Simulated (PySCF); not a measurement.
Record of a relaxation.

Species: [In(NH2)4]- (charge -1).
Bonds: In1–N2, In1–N5, In1–N8, In1–N11. Hydrogens: H3, H4 on N2; H6, H7 on N5; H9, H10 on N8; H12, H13 on N11.

Method: PBE0-D3(BJ)/def2-SVP geometry optimisation, gas phase, def2 core potentials past Kr (PySCF); density fitting, grid level 1; the optimiser is geomeTRIC in internal coordinates, started from a GFN2-xTB structure with every atom displaced at random (about 0.03 Å). 13 of its 15 geometries are shown. The frame can shift and turn from step to step; on so coarse a grid that alone can change the energy by a few meV, and forces under 0.02 eV/Å are noise.

Step 0: E = -11252.9990 eV, largest atomic force 7.269 eV/Å
```
atom  x, y, z in Å  |  force x, y, z in eV/Å
In1     0.063   -0.073    0.017   -1.406   1.148  -0.240
N2     -0.001    0.390    2.091    5.008   3.274  -3.047
H3      0.624   -0.272    2.454    1.773  -1.277   0.984
H4     -0.787    0.075    2.423   -6.520  -2.143   2.394
N5      1.991   -0.503   -0.592    1.491   0.249   1.616
H6      2.564    0.188   -0.042   -0.412  -0.800  -0.566
H7      2.109   -0.170   -1.524    0.034   0.340  -1.177
N8     -0.646    1.720   -1.094   -1.530   0.162   1.065
H9     -0.507    2.512   -0.409   -0.059  -0.878  -0.693
H10    -1.716    1.611   -1.031    1.710   0.181  -0.163
N11    -1.344   -1.618   -0.420   -1.861   2.935  -0.139
H12    -1.502   -1.500   -1.419   -0.339   0.195  -0.311
H13    -0.818   -2.412   -0.431    2.111  -3.388   0.279
```

Step 1: E = -11253.7674 eV, largest atomic force 0.531 eV/Å
```
atom  x, y, z in Å  |  force x, y, z in eV/Å
In1     0.034   -0.029    0.007   -0.086   0.072  -0.122
N2      0.001    0.400    2.116    0.465   0.000  -0.257
H3      0.683   -0.247    2.528   -0.178   0.047   0.118
H4     -0.901    0.088    2.470   -0.113  -0.150   0.054
N5      2.052   -0.478   -0.606   -0.040   0.006   0.240
H6      2.647    0.168   -0.077    0.028  -0.038  -0.008
H7      2.164   -0.151   -1.569   -0.126   0.015  -0.018
N8     -0.669    1.702   -1.077   -0.251  -0.032   0.257
H9     -0.526    2.466   -0.406    0.132   0.012  -0.081
H10    -1.691    1.599   -1.027    0.027  -0.001  -0.155
N11    -1.368   -1.610   -0.452    0.183   0.173  -0.091
H12    -1.577   -1.485   -1.450   -0.009  -0.088   0.078
H13    -0.819   -2.475   -0.435   -0.033  -0.017  -0.016
```

Step 2: E = -11253.7918 eV, largest atomic force 0.210 eV/Å
```
atom  x, y, z in Å  |  force x, y, z in eV/Å
In1     0.028   -0.019    0.004   -0.103   0.106  -0.083
N2      0.024    0.389    2.108    0.139  -0.049  -0.008
H3      0.696   -0.256    2.535   -0.072   0.029   0.035
H4     -0.881    0.064    2.461    0.018  -0.020  -0.008
N5      2.037   -0.478   -0.584    0.019  -0.013   0.075
H6      2.642    0.161   -0.059    0.034  -0.006  -0.013
H7      2.133   -0.149   -1.549   -0.028   0.001   0.010
N8     -0.687    1.706   -1.079   -0.090  -0.084   0.170
H9     -0.526    2.481   -0.425    0.040   0.018  -0.060
H10    -1.708    1.614   -1.052    0.005   0.029  -0.070
N11    -1.353   -1.602   -0.455    0.124  -0.015  -0.078
H12    -1.571   -1.494   -1.451   -0.030  -0.046   0.019
H13    -0.804   -2.469   -0.433   -0.057   0.050   0.011
```

Step 4: E = -11253.8028 eV, largest atomic force 0.085 eV/Å
```
atom  x, y, z in Å  |  force x, y, z in eV/Å
In1     0.014   -0.002    0.001    0.001   0.001   0.010
N2      0.050    0.373    2.111   -0.063  -0.031   0.048
H3      0.716   -0.275    2.540    0.017  -0.009  -0.026
H4     -0.854    0.045    2.466    0.037   0.041  -0.012
N5      2.031   -0.470   -0.557   -0.015   0.012  -0.014
H6      2.648    0.162   -0.039   -0.004   0.010   0.000
H7      2.127   -0.149   -1.525    0.025  -0.013  -0.001
N8     -0.722    1.706   -1.071    0.002  -0.027   0.030
H9     -0.543    2.508   -0.460   -0.005   0.014  -0.022
H10    -1.744    1.638   -1.075   -0.002   0.011   0.003
N11    -1.335   -1.601   -0.471    0.019  -0.022  -0.036
H12    -1.571   -1.520   -1.465   -0.003   0.001   0.003
H13    -0.787   -2.466   -0.433   -0.009   0.011   0.017
```

Step 5: E = -11253.8043 eV, largest atomic force 0.027 eV/Å
```
atom  x, y, z in Å  |  force x, y, z in eV/Å
In1     0.008    0.002    0.002    0.014  -0.011   0.014
N2      0.054    0.367    2.114   -0.009   0.002   0.000
H3      0.720   -0.290    2.531    0.002  -0.014  -0.010
H4     -0.849    0.047    2.476   -0.002   0.011   0.009
N5      2.029   -0.461   -0.550   -0.005   0.025  -0.008
H6      2.643    0.175   -0.033   -0.009   0.006   0.001
H7      2.135   -0.151   -1.520    0.006  -0.013   0.001
N8     -0.737    1.704   -1.067   -0.005   0.005  -0.013
H9     -0.552    2.520   -0.477    0.006  -0.001  -0.004
H10    -1.759    1.644   -1.074   -0.001  -0.005   0.014
N11    -1.325   -1.606   -0.479   -0.021   0.011  -0.005
H12    -1.562   -1.533   -1.473    0.013   0.001  -0.003
H13    -0.777   -2.468   -0.429    0.010  -0.016   0.004
```

Step 6: E = -11253.8049 eV, largest atomic force 0.038 eV/Å
```
atom  x, y, z in Å  |  force x, y, z in eV/Å
In1     0.005    0.003    0.003    0.013  -0.014   0.009
N2      0.056    0.363    2.116    0.027   0.011  -0.017
H3      0.719   -0.301    2.525   -0.009  -0.012   0.003
H4     -0.848    0.052    2.483   -0.021  -0.004   0.014
N5      2.029   -0.452   -0.545    0.006   0.024   0.005
H6      2.638    0.191   -0.032   -0.006   0.004  -0.002
H7      2.140   -0.152   -1.518   -0.005  -0.009   0.000
N8     -0.746    1.700   -1.065   -0.013   0.016  -0.032
H9     -0.555    2.524   -0.488    0.009  -0.006   0.004
H10    -1.768    1.643   -1.067   -0.001  -0.007   0.017
N11    -1.319   -1.610   -0.484   -0.031   0.016   0.007
H12    -1.550   -1.541   -1.479    0.018  -0.001  -0.006
H13    -0.770   -2.471   -0.426    0.012  -0.018  -0.002
```

Step 7: E = -11253.8060 eV, largest atomic force 0.076 eV/Å
```
atom  x, y, z in Å  |  force x, y, z in eV/Å
In1     0.001    0.004    0.006    0.002  -0.004  -0.005
N2      0.057    0.357    2.120    0.067   0.012  -0.034
H3      0.712   -0.324    2.515   -0.021  -0.005   0.021
H4     -0.848    0.063    2.495   -0.039  -0.018   0.011
N5      2.029   -0.431   -0.537    0.021   0.014   0.027
H6      2.627    0.230   -0.032    0.001   0.003  -0.008
H7      2.146   -0.152   -1.515   -0.020   0.000  -0.004
N8     -0.764    1.692   -1.065   -0.018   0.010  -0.047
H9     -0.561    2.528   -0.511    0.012  -0.009   0.016
H10    -1.786    1.639   -1.050   -0.003  -0.004   0.020
N11    -1.307   -1.620   -0.493   -0.033   0.016   0.018
H12    -1.520   -1.558   -1.492    0.022  -0.004  -0.009
H13    -0.755   -2.479   -0.418    0.009  -0.011  -0.005
```

Step 8: E = -11253.8077 eV, largest atomic force 0.099 eV/Å
```
atom  x, y, z in Å  |  force x, y, z in eV/Å
In1    -0.005    0.003    0.009   -0.002   0.002  -0.019
N2      0.058    0.346    2.124    0.091  -0.001  -0.039
H3      0.693   -0.362    2.504   -0.030   0.009   0.038
H4     -0.852    0.083    2.509   -0.047  -0.024   0.000
N5      2.033   -0.390   -0.523    0.037  -0.005   0.051
H6      2.609    0.302   -0.037    0.008   0.004  -0.015
H7      2.154   -0.149   -1.510   -0.033   0.011  -0.010
N8     -0.796    1.676   -1.066   -0.030   0.005  -0.057
H9     -0.567    2.526   -0.547    0.014  -0.009   0.024
H10    -1.817    1.629   -1.013   -0.004   0.005   0.021
N11    -1.284   -1.637   -0.508   -0.026   0.006   0.021
H12    -1.461   -1.587   -1.515    0.021  -0.006  -0.010
H13    -0.731   -2.492   -0.404    0.001   0.003  -0.005
```

Step 9: E = -11253.8102 eV, largest atomic force 0.092 eV/Å
```
atom  x, y, z in Å  |  force x, y, z in eV/Å
In1    -0.013    0.000    0.012   -0.002   0.023  -0.038
N2      0.057    0.328    2.129    0.081  -0.028  -0.032
H3      0.651   -0.422    2.495   -0.032   0.027   0.050
H4     -0.864    0.116    2.522   -0.040  -0.019  -0.021
N5      2.041   -0.321   -0.503    0.043  -0.026   0.064
H6      2.578    0.426   -0.055    0.015   0.006  -0.021
H7      2.163   -0.140   -1.502   -0.040   0.020  -0.020
N8     -0.851    1.647   -1.069   -0.037  -0.013  -0.038
H9     -0.578    2.516   -0.604    0.015  -0.007   0.029
H10    -1.866    1.614   -0.943   -0.004   0.015   0.016
N11    -1.245   -1.668   -0.532    0.001  -0.006   0.016
H12    -1.353   -1.636   -1.550    0.010  -0.009  -0.006
H13    -0.690   -2.515   -0.378   -0.011   0.018  -0.001
```

Step 10: E = -11253.8129 eV, largest atomic force 0.067 eV/Å
```
atom  x, y, z in Å  |  force x, y, z in eV/Å
In1    -0.014   -0.003    0.011    0.006   0.024  -0.035
N2      0.050    0.316    2.130    0.031  -0.040  -0.006
H3      0.611   -0.458    2.500   -0.020   0.030   0.040
H4     -0.881    0.140    2.516   -0.015  -0.006  -0.032
N5      2.049   -0.271   -0.494    0.033  -0.036   0.045
H6      2.559    0.514   -0.080    0.014   0.008  -0.019
H7      2.164   -0.131   -1.500   -0.031   0.020  -0.019
N8     -0.888    1.627   -1.068   -0.034  -0.013  -0.006
H9     -0.582    2.502   -0.634    0.011  -0.004   0.019
H10    -1.894    1.605   -0.883   -0.003   0.020   0.006
N11    -1.214   -1.690   -0.548    0.033  -0.014   0.003
H12    -1.269   -1.672   -1.570   -0.006  -0.013  -0.001
H13    -0.661   -2.530   -0.357   -0.020   0.023   0.005
```

Step 12: E = -11253.8178 eV, largest atomic force 0.075 eV/Å
```
atom  x, y, z in Å  |  force x, y, z in eV/Å
In1    -0.002   -0.008    0.004    0.009  -0.005   0.007
N2      0.022    0.302    2.124   -0.071  -0.005   0.026
H3      0.539   -0.479    2.537    0.010  -0.002  -0.010
H4     -0.933    0.158    2.465    0.032   0.015  -0.014
N5      2.068   -0.221   -0.508   -0.012  -0.018  -0.028
H6      2.553    0.604   -0.143   -0.002   0.007  -0.001
H7      2.144   -0.113   -1.523    0.008   0.002   0.001
N8     -0.922    1.616   -1.051    0.008   0.005   0.047
H9     -0.570    2.480   -0.629   -0.004   0.004  -0.015
H10    -1.912    1.613   -0.791    0.000   0.004  -0.007
N11    -1.166   -1.720   -0.559    0.053  -0.001  -0.026
H12    -1.171   -1.732   -1.584   -0.022  -0.011   0.008
H13    -0.618   -2.550   -0.319   -0.011   0.006   0.012
```

Step 13: E = -11253.8189 eV, largest atomic force 0.048 eV/Å
```
atom  x, y, z in Å  |  force x, y, z in eV/Å
In1     0.002   -0.009    0.002    0.006  -0.010   0.013
N2      0.006    0.292    2.123   -0.045   0.014   0.006
H3      0.506   -0.494    2.547    0.009  -0.013  -0.012
H4     -0.957    0.163    2.447    0.013   0.006   0.006
N5      2.073   -0.199   -0.518   -0.017   0.004  -0.034
H6      2.548    0.640   -0.174   -0.004   0.000   0.005
H7      2.136   -0.105   -1.536    0.010  -0.005   0.005
N8     -0.938    1.615   -1.034    0.015   0.013   0.029
H9     -0.568    2.480   -0.629   -0.004   0.001  -0.012
H10    -1.921    1.623   -0.749    0.001  -0.004  -0.004
N11    -1.136   -1.734   -0.566    0.024   0.007  -0.015
H12    -1.128   -1.766   -1.590   -0.010  -0.004   0.006
H13    -0.591   -2.559   -0.301    0.001  -0.008   0.008
```

Step 14: E = -11253.8193 eV, largest atomic force 0.026 eV/Å
```
atom  x, y, z in Å  |  force x, y, z in eV/Å
In1     0.004   -0.009    0.002    0.003  -0.008   0.009
N2     -0.004    0.286    2.124   -0.006   0.014  -0.004
H3      0.487   -0.505    2.548    0.003  -0.011  -0.006
H4     -0.970    0.165    2.441   -0.004  -0.002   0.010
N5      2.074   -0.186   -0.527   -0.011   0.014  -0.020
H6      2.542    0.661   -0.192   -0.002  -0.004   0.004
H7      2.131   -0.100   -1.546    0.005  -0.005   0.005
N8     -0.945    1.617   -1.022    0.008   0.013   0.006
H9     -0.568    2.483   -0.627   -0.002  -0.002  -0.004
H10    -1.925    1.630   -0.725    0.001  -0.004  -0.001
N11    -1.117   -1.743   -0.570    0.002   0.004  -0.001
H12    -1.105   -1.786   -1.593    0.000   0.000   0.001
H13    -0.573   -2.564   -0.291    0.005  -0.008   0.002
```

**Question.** Summarise the path.

**Answer.** The energy falls by 79.14 kJ/mol from step 0 to step 14; nine tenths of that is first reached at step 1. It falls at every step. The largest force goes from 7.269 to 0.026 eV/Å. Among the bonds N2–H4 changes most, from 0.909 to 1.024 Å; the atoms move by 0.232 Å rms after alignment.

**Question.** Follow the three bonds and two angles with the largest change from start to end.

**Answer.** 
```json
{"step": "0", "E above end (kJ/mol)": "79.14", "largest force (eV/Å)": "7.269", "N2–H4 (Å)": "0.909", "In1–N8 (Å)": "2.225", "In1–N5 (Å)": "2.067", "In1–N2–H3 (°)": "101.2", "N2–In1–N5 (°)": "111.1"}
{"step": "1", "E above end (kJ/mol)": "5.00", "largest force (eV/Å)": "0.531", "N2–H4 (Å)": "1.019", "In1–N8 (Å)": "2.159", "In1–N5 (Å)": "2.157", "In1–N2–H3 (°)": "105.0", "N2–In1–N5 (°)": "109.5"}
{"step": "2", "E above end (kJ/mol)": "2.65", "largest force (eV/Å)": "0.210", "N2–H4 (Å)": "1.024", "In1–N8 (Å)": "2.158", "In1–N5 (Å)": "2.143", "In1–N2–H3 (°)": "106.8", "N2–In1–N5 (°)": "108.2"}
{"step": "3", "E above end (kJ/mol)": "1.79", "largest force (eV/Å)": "0.104", "N2–H4 (Å)": "1.026", "In1–N8 (Å)": "2.151", "In1–N5 (Å)": "2.143", "In1–N2–H3 (°)": "108.2", "N2–In1–N5 (°)": "106.7"}
{"step": "4", "E above end (kJ/mol)": "1.59", "largest force (eV/Å)": "0.085", "N2–H4 (Å)": "1.025", "In1–N8 (Å)": "2.146", "In1–N5 (Å)": "2.145", "In1–N2–H3 (°)": "108.2", "N2–In1–N5 (°)": "106.2"}
{"step": "5", "E above end (kJ/mol)": "1.45", "largest force (eV/Å)": "0.027", "N2–H4 (Å)": "1.024", "In1–N8 (Å)": "2.143", "In1–N5 (Å)": "2.146", "In1–N2–H3 (°)": "107.8", "N2–In1–N5 (°)": "105.6"}
{"step": "6", "E above end (kJ/mol)": "1.38", "largest force (eV/Å)": "0.038", "N2–H4 (Å)": "1.023", "In1–N8 (Å)": "2.141", "In1–N5 (Å)": "2.145", "In1–N2–H3 (°)": "107.4", "N2–In1–N5 (°)": "105.4"}
{"step": "7", "E above end (kJ/mol)": "1.28", "largest force (eV/Å)": "0.076", "N2–H4 (Å)": "1.023", "In1–N8 (Å)": "2.141", "In1–N5 (Å)": "2.144", "In1–N2–H3 (°)": "106.7", "N2–In1–N5 (°)": "105.0"}
{"step": "8", "E above end (kJ/mol)": "1.12", "largest force (eV/Å)": "0.099", "N2–H4 (Å)": "1.022", "In1–N8 (Å)": "2.140", "In1–N5 (Å)": "2.143", "In1–N2–H3 (°)": "105.9", "N2–In1–N5 (°)": "104.3"}
{"step": "9", "E above end (kJ/mol)": "0.88", "largest force (eV/Å)": "0.092", "N2–H4 (Å)": "1.023", "In1–N8 (Å)": "2.140", "In1–N5 (Å)": "2.141", "In1–N2–H3 (°)": "105.1", "N2–In1–N5 (°)": "103.3"}
{"step": "10", "E above end (kJ/mol)": "0.62", "largest force (eV/Å)": "0.067", "N2–H4 (Å)": "1.023", "In1–N8 (Å)": "2.141", "In1–N5 (Å)": "2.141", "In1–N2–H3 (°)": "105.2", "N2–In1–N5 (°)": "102.9"}
{"step": "11", "E above end (kJ/mol)": "0.28", "largest force (eV/Å)": "0.070", "N2–H4 (Å)": "1.025", "In1–N8 (Å)": "2.144", "In1–N5 (Å)": "2.142", "In1–N2–H3 (°)": "106.3", "N2–In1–N5 (°)": "103.3"}
{"step": "12", "E above end (kJ/mol)": "0.14", "largest force (eV/Å)": "0.075", "N2–H4 (Å)": "1.025", "In1–N8 (Å)": "2.144", "In1–N5 (Å)": "2.143", "In1–N2–H3 (°)": "107.1", "N2–In1–N5 (°)": "103.9"}
{"step": "13", "E above end (kJ/mol)": "0.04", "largest force (eV/Å)": "0.048", "N2–H4 (Å)": "1.024", "In1–N8 (Å)": "2.144", "In1–N5 (Å)": "2.144", "In1–N2–H3 (°)": "107.6", "N2–In1–N5 (°)": "104.5"}
{"step": "14", "E above end (kJ/mol)": "0.00", "largest force (eV/Å)": "0.026", "N2–H4 (Å)": "1.024", "In1–N8 (Å)": "2.143", "In1–N5 (Å)": "2.144", "In1–N2–H3 (°)": "107.6", "N2–In1–N5 (°)": "105.0"}
```

The cost below is that of the whole optimisation. The run took 1.7 min on Intel Xeon Platinum 8488C, one thread (shared host), and the process peaked at 0.51 GiB of memory.
